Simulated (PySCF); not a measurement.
A PySCF script (with the pyscf-properties extension) for the NMR shieldings of `OB(O)c1csc(S)c1`, C$_{4}$H$_{5}$BO$_{2}$S$_{2}$, on a GFN2-xTB geometry:

```python
import basis_set_exchange as bse
import numpy as np
from pyscf import gto, dft
from pyscf.prop import nmr

atoms = """
O    -2.845316   -0.114105    0.410535
B    -1.712400    0.236681   -0.257151
O    -1.841261    0.913069   -1.416592
C    -0.260764   -0.104869    0.245498
C     0.053313   -0.728152    1.418841
S     1.745550   -0.943644    1.648511
C     2.058754   -0.178034    0.125218
S     3.715157    0.006963   -0.428184
C     0.913625    0.208956   -0.494900
H    -2.732916   -0.596249    1.226410
H    -2.751281    1.084439   -1.661992
H    -0.607105   -1.082879    2.186573
H     3.383944    0.593101   -1.577261
H     0.880024    0.704249   -1.447672
"""
names = dict.fromkeys(["O", "B", "C", "S", "H"], "pcSseg-1")
basis = {el: gto.basis.parse(bse.get_basis(n, elements=[el], fmt="nwchem")) for el, n in names.items()}
mol = gto.M(atom=atoms, basis=basis, charge=0, verbose=0)
mf = dft.RKS(mol, xc="PBE0")
mf.grids.level = 2
mf.grids.alignment = dft.numint.BLKSIZE   # the property module wants whole blocks of grid points
mf.conv_tol = 1e-9
mf.kernel()

calc = nmr.RKS(mf)   # GIAO
C = mf.mo_coeff
Co = C[:, mf.mo_occ > 0]
resp = mf.gen_response(singlet=True, hermi=2)
def vind(x):   # induced exchange potential for any number of trial vectors
    d = np.einsum("pi,xij,qj->xpq", C, 2 * x.reshape(-1, C.shape[1], Co.shape[1]), Co, optimize=True)
    return np.einsum("xpq,pi,qj->xij", resp(d - d.transpose(0, 2, 1)), C, Co, optimize=True).ravel()
mo1, _ = nmr.rhf.solve_mo1(calc, with_cphf=vind)
sigma = calc.kernel(mo1)
for i, s in enumerate(sigma):   # ppm
    w = np.linalg.eigvalsh((s + s.T) / 2)
    print("%2d %-2s iso %8.1f  s11 %8.1f  s22 %8.1f  s33 %8.1f" % (i, mol.atom_pure_symbol(i), w.mean(), *w))
```

Question: What are the results?

Answer: 
```
 0 O  iso    227.6  s11    122.3  s22    273.2  s33    287.2
 1 B  iso     77.2  s11     64.2  s22     75.9  s33     91.5
 2 O  iso    225.2  s11    130.5  s22    265.3  s33    279.9
 3 C  iso     46.7  s11    -26.9  s22     17.1  s33    149.9
 4 C  iso     48.6  s11    -43.9  s22     55.8  s33    133.8
 5 S  iso    251.0  s11     94.8  s22    307.2  s33    351.0
 6 C  iso     41.9  s11    -35.3  s22     44.1  s33    117.1
 7 S  iso    524.7  s11    280.9  s22    489.2  s33    804.1
 8 C  iso     52.3  s11    -24.4  s22     56.1  s33    125.1
 9 H  iso     27.3  s11     19.6  s22     25.9  s33     36.5
10 H  iso     27.5  s11     21.0  s22     23.8  s33     37.8
11 H  iso     24.8  s11     21.6  s22     25.1  s33     27.7
12 H  iso     27.4  s11     19.9  s22     26.8  s33     35.4
13 H  iso     24.4  s11     19.9  s22     23.8  s33     29.5
```

These numbers come from an equivalent density-fitted implementation of the same equations, which agrees with the script to about 0.01 ppm for H and up to a few tenths of a ppm for heavy atoms, so last digits may differ.

Size and cost of the density-fitted run: 192 basis functions, 57 s wall time on 1 thread of an Arm Neoverse N1, shared host; peak memory 0.84 GiB.
